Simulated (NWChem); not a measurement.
Program: NWChem. System: Cl2 (-1), charge -1, spin multiplicity 2, at a geometry optimised with UPBE0/def2-SVP. The structure started from a generated list of species. Its SCF solution wasn't tested for a lower state. Level: UHF/aug-cc-pVTZ.

Job file:

```
start mol
memory heap 200 mb stack 900 mb global 1100 mb
charge -1
geometry units angstroms nocenter noautoz
  Cl     0.000000     0.000000     1.326639
  Cl     0.000000     0.000000    -1.326639
  symmetry group D2h
end
basis spherical
  * library aug-cc-pvtz
end
scf
  uhf
  nopen 1
  maxiter 100
  thresh 1e-7
  semidirect memsize 60000000 filesize 0
  # guess.movecs holds the orbitals of an unrestricted PBE0 run
  vectors input guess.movecs output mol.movecs
end
task scf energy
```

Part of the output:

```
             Northwest Computational Chemistry Package (NWChem) 7.3.0
             --------------------------------------------------------

                                NWChem Input Module
                                -------------------

 Scaling coordinates for geometry "geometry" by  1.889725989
 (inverse scale =  0.529177249)

 Turning off AUTOSYM since
 SYMMETRY directive was detected!

                             Geometry "geometry" -> ""
                             -------------------------

 Output coordinates in angstroms (scale by  1.889725989 to convert to a.u.)

  No.       Tag          Charge          X              Y              Z
 ---- ---------------- ---------- -------------- -------------- --------------
    1 Cl                  17.0000     0.00000000     0.00000000     1.32663900
    2 Cl                  17.0000     0.00000000     0.00000000    -1.32663900

 Effective nuclear repulsion energy (a.u.)      57.6389752453

            Nuclear Dipole moment (a.u.)
            ----------------------------
        X                 Y               Z
 ---------------- ---------------- ----------------
     0.0000000000     0.0000000000     0.0000000000

      Symmetry information
      --------------------

 Group name             D2h
 Group number             26
 Group order               8
 No. of unique centers     1

      Symmetry unique atoms

     1


 Summary of "ao basis" -> "" (spherical)
 ------------------------------------------------------------------------------
       Tag                 Description            Shells   Functions and Types
 ---------------- ------------------------------  ------  ---------------------
 *                        aug-cc-pvtz                 on all atoms

 Summary of "ao basis" -> "ao basis" (spherical)
 ------------------------------------------------------------------------------
       Tag                 Description            Shells   Functions and Types
 ---------------- ------------------------------  ------  ---------------------
 Cl                       aug-cc-pvtz               16       50   6s5p3d2f

                                 NWChem SCF Module
                                 -----------------

  ao basis        = "ao basis"
  functions       =   100
  atoms           =     2
  alpha electrons =    18
  beta  electrons =    17
  charge          =  -1.00
  wavefunction    = UHF
  use symmetry    = T
  symmetry adapt  = T

 Summary of "ao basis" -> "ao basis" (spherical)
 ------------------------------------------------------------------------------
       Tag                 Description            Shells   Functions and Types
 ---------------- ------------------------------  ------  ---------------------
 Cl                       aug-cc-pvtz               16       50   6s5p3d2f

      Symmetry analysis of basis
      --------------------------

        ag         21
        au          5
        b1g         5
        b1u        21
        b2g        12
        b2u        12
        b3g        12
        b3u        12

 Forming initial guess at       0.1s

   Symmetry analysis of molecular orbitals - initial alpha
   -------------------------------------------------------

  Numbering of irreducible representations:

     1 ag          2 au          3 b1g         4 b1u         5 b2g
     6 b2u         7 b3g         8 b3u

  Orbital symmetries:

     1 b1u         2 ag          3 b1u         4 ag          5 b1u
     6 ag          7 b2g         8 b3g         9 b2u        10 b3u
    11 ag         12 b1u        13 ag         14 b2u        15 b3u
    16 b2g        17 b3g        18 b1u        19 b1u        20 ag
    21 b2u        22 b3u        23 b2g        24 b3g        25 ag
    26 b1u        27 b2u        28 b3u

   Symmetry analysis of molecular orbitals - initial beta
   ------------------------------------------------------

  Numbering of irreducible representations:

     1 ag          2 au          3 b1g         4 b1u         5 b2g
     6 b2u         7 b3g         8 b3u

  Orbital symmetries:

     1 b1u         2 ag          3 ag          4 b1u         5 b1u
     6 ag          7 b2g         8 b3g         9 b2u        10 b3u
    11 ag         12 b1u        13 ag         14 b2u        15 b3u
    16 b2g        17 b3g        18 b1u        19 b1u        20 ag
    21 b2u        22 b3u        23 b2g        24 b3g        25 ag
    26 b1u        27 b1g        28 ag

 Starting SCF solution at       0.2s

 ----------------------------------------------
         Quadratically convergent UHF

 Convergence threshold     :          1.000E-07
 Maximum no. of iterations :          100
 Integral*density screening:          1.000E-09
 ----------------------------------------------

              iter       energy          gnorm     gmax       time
             ----- ------------------- --------- --------- --------
                 1     -919.0696621746  5.69D-01  1.53D-01      3.1
                 2     -919.0796435521  4.86D-02  1.72D-02      3.2
                 3     -919.0803750763  1.70D-03  3.93D-04      3.3
                 4     -919.0803761558  1.02D-06  2.20D-07      3.5
                 5     -919.0803761558  8.18D-09  2.19D-09      3.7

       Final UHF  results
       ------------------

         Total SCF energy =   -919.080376155794
      One electron energy =  -1394.317359152906
      Two electron energy =    417.598007751807
 Nuclear repulsion energy =     57.638975245305

                       Sz =      0.5000
                 Sz(Sz+1) =      0.7500
                      S^2 =      0.7726

        Time for solution =      3.5s
[...]
   24    0.2813
   25    0.3271
   26    0.4211
   27    0.5205
   28    0.5205

          Final beta eigenvalues
          ----------------------

              1
    1 -104.6017
    2 -104.6017
    3  -10.3242
    4  -10.3242
    5   -7.7907
    6   -7.7907
    7   -7.7907
    8   -7.7907
    9   -7.7795
   10   -7.7795
   11   -0.8097
   12   -0.7592
   13   -0.2444
   14   -0.2444
   15   -0.2076
   16   -0.2076
   17   -0.1787
   18    0.1697
   19    0.2428
   20    0.2665
   21    0.2669
   22    0.2669
   23    0.2825
   24    0.2825
   25    0.3302
   26    0.4257
   27    0.5190
   28    0.5190

                    UHF Final Alpha Molecular Orbital Analysis
                    ------------------------------------------

 Vector   16  Occ=1.000000D+00  E=-2.229197D-01  Symmetry=b3g
              MO Center= -9.5D-18, -1.2D-18, -3.1D-16, r^2= 3.1D+00
   Bfn.  Coefficient  Atom+Function         Bfn.  Coefficient  Atom+Function
  ----- ------------  ---------------      ----- ------------  ---------------
    11      0.401173  1 Cl py                61     -0.401173  2 Cl py
    17      0.266423  1 Cl py                67     -0.266423  2 Cl py
    14      0.182277  1 Cl py                64     -0.182277  2 Cl py

 Vector   17  Occ=1.000000D+00  E=-2.229197D-01  Symmetry=b2g
              MO Center= -1.0D-19, -6.6D-32,  6.6D-17, r^2= 3.1D+00
   Bfn.  Coefficient  Atom+Function         Bfn.  Coefficient  Atom+Function
  ----- ------------  ---------------      ----- ------------  ---------------
    10      0.401173  1 Cl px                60     -0.401173  2 Cl px
    16      0.266423  1 Cl px                66     -0.266423  2 Cl px
    13      0.182277  1 Cl px                63     -0.182277  2 Cl px

 Vector   18  Occ=1.000000D+00  E=-2.081736D-01  Symmetry=b1u
              MO Center=  6.3D-21, -1.9D-21,  1.2D-16, r^2= 3.3D+00
   Bfn.  Coefficient  Atom+Function         Bfn.  Coefficient  Atom+Function
  ----- ------------  ---------------      ----- ------------  ---------------
    12      0.432355  1 Cl pz                62      0.432355  2 Cl pz
    18      0.294315  1 Cl pz                68      0.294315  2 Cl pz
    15      0.196502  1 Cl pz                65      0.196502  2 Cl pz

 Vector   19  Occ=0.000000D+00  E= 2.162329D-01  Symmetry=b1u
              MO Center= -6.5D-22, -5.5D-19,  1.9D-15, r^2= 2.1D+01
   Bfn.  Coefficient  Atom+Function         Bfn.  Coefficient  Atom+Function
  ----- ------------  ---------------      ----- ------------  ---------------
     6      2.589570  1 Cl s                 56     -2.589570  2 Cl s
    21     -1.927455  1 Cl pz                71     -1.927455  2 Cl pz
    34      0.399729  1 Cl d  0              84     -0.399729  2 Cl d  0
     5     -0.345061  1 Cl s                 55      0.345061  2 Cl s
    18     -0.243282  1 Cl pz                68     -0.243282  2 Cl pz

 Vector   20  Occ=0.000000D+00  E= 2.633330D-01  Symmetry=ag
              MO Center=  3.3D-18, -1.3D-17, -2.7D-15, r^2= 1.7D+01
   Bfn.  Coefficient  Atom+Function         Bfn.  Coefficient  Atom+Function
  ----- ------------  ---------------      ----- ------------  ---------------
    21      0.981624  1 Cl pz                71     -0.981624  2 Cl pz
     6      0.864903  1 Cl s                 56      0.864903  2 Cl s
     5     -0.449517  1 Cl s                 55     -0.449517  2 Cl s
    18     -0.398968  1 Cl pz                68      0.398968  2 Cl pz

 Vector   21  Occ=0.000000D+00  E= 2.659743D-01  Symmetry=b3u
              MO Center= -7.0D-20,  6.9D-33, -1.1D-16, r^2= 1.2D+01
   Bfn.  Coefficient  Atom+Function         Bfn.  Coefficient  Atom+Function
  ----- ------------  ---------------      ----- ------------  ---------------
    19      0.771901  1 Cl px                69      0.771901  2 Cl px
    16     -0.474366  1 Cl px                66     -0.474366  2 Cl px

                     UHF Final Beta Molecular Orbital Analysis
                     -----------------------------------------

 Vector   15  Occ=1.000000D+00  E=-2.075995D-01  Symmetry=b3g
              MO Center= -2.1D-19,  2.3D-18,  1.4D-17, r^2= 3.2D+00
   Bfn.  Coefficient  Atom+Function         Bfn.  Coefficient  Atom+Function
  ----- ------------  ---------------      ----- ------------  ---------------
    11      0.392660  1 Cl py                61     -0.392660  2 Cl py
    17      0.274795  1 Cl py                67     -0.274795  2 Cl py
    14      0.179605  1 Cl py                64     -0.179605  2 Cl py

 Vector   16  Occ=1.000000D+00  E=-2.075995D-01  Symmetry=b2g
              MO Center=  5.8D-18,  1.4D-30, -2.7D-17, r^2= 3.2D+00
   Bfn.  Coefficient  Atom+Function         Bfn.  Coefficient  Atom+Function
  ----- ------------  ---------------      ----- ------------  ---------------
    10      0.392660  1 Cl px                60     -0.392660  2 Cl px
    16      0.274795  1 Cl px                66     -0.274795  2 Cl px
    13      0.179605  1 Cl px                63     -0.179605  2 Cl px

 Vector   17  Occ=1.000000D+00  E=-1.786815D-01  Symmetry=ag
              MO Center=  2.8D-16,  2.7D-16,  1.3D-14, r^2= 2.9D+00
   Bfn.  Coefficient  Atom+Function         Bfn.  Coefficient  Atom+Function
  ----- ------------  ---------------      ----- ------------  ---------------
    12      0.335935  1 Cl pz                62     -0.335935  2 Cl pz
    18      0.251929  1 Cl pz                68     -0.251929  2 Cl pz

 Vector   18  Occ=0.000000D+00  E= 1.697131D-01  Symmetry=b1u
              MO Center=  1.7D-20,  4.6D-22,  4.2D-14, r^2= 9.8D+00
   Bfn.  Coefficient  Atom+Function         Bfn.  Coefficient  Atom+Function
  ----- ------------  ---------------      ----- ------------  ---------------
     6      1.137419  1 Cl s                 56     -1.137419  2 Cl s
    21     -0.972504  1 Cl pz                71     -0.972504  2 Cl pz
    18     -0.386835  1 Cl pz                68     -0.386835  2 Cl pz
    12     -0.257197  1 Cl pz                62     -0.257197  2 Cl pz

 Vector   19  Occ=0.000000D+00  E= 2.428217D-01  Symmetry=b1u
              MO Center=  5.0D-19,  4.9D-19,  1.3D-14, r^2= 1.5D+01
   Bfn.  Coefficient  Atom+Function         Bfn.  Coefficient  Atom+Function
  ----- ------------  ---------------      ----- ------------  ---------------
     6      2.546778  1 Cl s                 56     -2.546778  2 Cl s
    21     -1.742678  1 Cl pz                71     -1.742678  2 Cl pz
    34      0.434446  1 Cl d  0              84     -0.434446  2 Cl d  0
     5     -0.425850  1 Cl s                 55      0.425850  2 Cl s
    12      0.296309  1 Cl pz                62      0.296309  2 Cl pz

 Vector   20  Occ=0.000000D+00  E= 2.665270D-01  Symmetry=ag
              MO Center=  4.5D-17,  1.1D-19,  3.2D-15, r^2= 1.7D+01
   Bfn.  Coefficient  Atom+Function         Bfn.  Coefficient  Atom+Function
  ----- ------------  ---------------      ----- ------------  ---------------
    21      0.980379  1 Cl pz                71     -0.980379  2 Cl pz
     6      0.878426  1 Cl s                 56      0.878426  2 Cl s
     5     -0.464543  1 Cl s                 55     -0.464543  2 Cl s
    18     -0.417572  1 Cl pz                68      0.417572  2 Cl pz

 center of mass
 --------------
 x =   0.00000000 y =   0.00000000 z =   0.00000000

 moments of inertia (a.u.)
 ------------------
         439.556329430746           0.000000000000           0.000000000000
           0.000000000000         439.556329430746           0.000000000000
           0.000000000000           0.000000000000           0.000000000000

  Mulliken analysis of the total density
  --------------------------------------

    Atom       Charge   Shell Charges
 -----------   ------   -------------------------------------------------------
    1 Cl  17    17.50   2.00  1.88  1.18  0.19  0.72  0.02  5.82  2.82  1.06  1.67  0.12  0.00  0.01  0.01  0.00  0.00
    2 Cl  17    17.50   2.00  1.88  1.18  0.19  0.72  0.02  5.82  2.82  1.06  1.67  0.12  0.00  0.01  0.01  0.00  0.00

  Mulliken analysis of the alpha density
  --------------------------------------

    Atom       Charge   Shell Charges
 -----------   ------   -------------------------------------------------------
    1 Cl  17     9.00   1.00  0.94  0.60  0.10  0.35  0.01  2.91  1.58  0.59  0.86  0.06  0.00  0.00  0.00  0.00  0.00
    2 Cl  17     9.00   1.00  0.94  0.60  0.10  0.35  0.01  2.91  1.58  0.59  0.86  0.06  0.00  0.00  0.00  0.00  0.00

   Mulliken analysis of the beta density
   -------------------------------------

    Atom       Charge   Shell Charges
 -----------   ------   -------------------------------------------------------
    1 Cl  17     8.50   1.00  0.94  0.58  0.10  0.36  0.01  2.91  1.24  0.47  0.81  0.07  0.00  0.01  0.01  0.00  0.00
    2 Cl  17     8.50   1.00  0.94  0.58  0.10  0.36  0.01  2.91  1.24  0.47  0.81  0.07  0.00  0.01  0.01  0.00  0.00

   Mulliken analysis of the spin density
   -------------------------------------

    Atom       Charge   Shell Charges
 -----------   ------   -------------------------------------------------------
    1 Cl  17     0.50   0.00  0.00  0.03 -0.00 -0.01 -0.01  0.00  0.34  0.12  0.05 -0.01 -0.00 -0.00 -0.00  0.00 -0.00
    2 Cl  17     0.50   0.00  0.00  0.03 -0.00 -0.01 -0.01  0.00  0.34  0.12  0.05 -0.01 -0.00 -0.00 -0.00  0.00 -0.00

       Multipole analysis of the density wrt the origin
       ------------------------------------------------

     L   x y z        total         alpha         beta         nuclear
     -   - - -        -----         -----         ----         -------
     0   0 0 0     -1.000000    -18.000000    -17.000000     34.000000

     1   1 0 0     -0.000000      0.000000     -0.000000      0.000000
     1   0 1 0     -0.000000      0.000000     -0.000000      0.000000
     1   0 0 1     -0.000000      0.000000     -0.000000      0.000000

     2   2 0 0    -22.215977    -11.218321    -10.997656      0.000000
     2   1 1 0     -0.000000     -0.000000     -0.000000      0.000000
     2   1 0 1     -0.000000     -0.000000     -0.000000      0.000000
     2   0 2 0    -22.215977    -11.218321    -10.997656      0.000000
     2   0 1 1     -0.000000     -0.000000     -0.000000      0.000000
     2   0 0 2    -28.877459   -126.422876   -116.143555    213.688972

 Task  times  cpu:        3.7s     wall:        3.7s

 Total times  cpu:        3.8s     wall:        3.8s
```
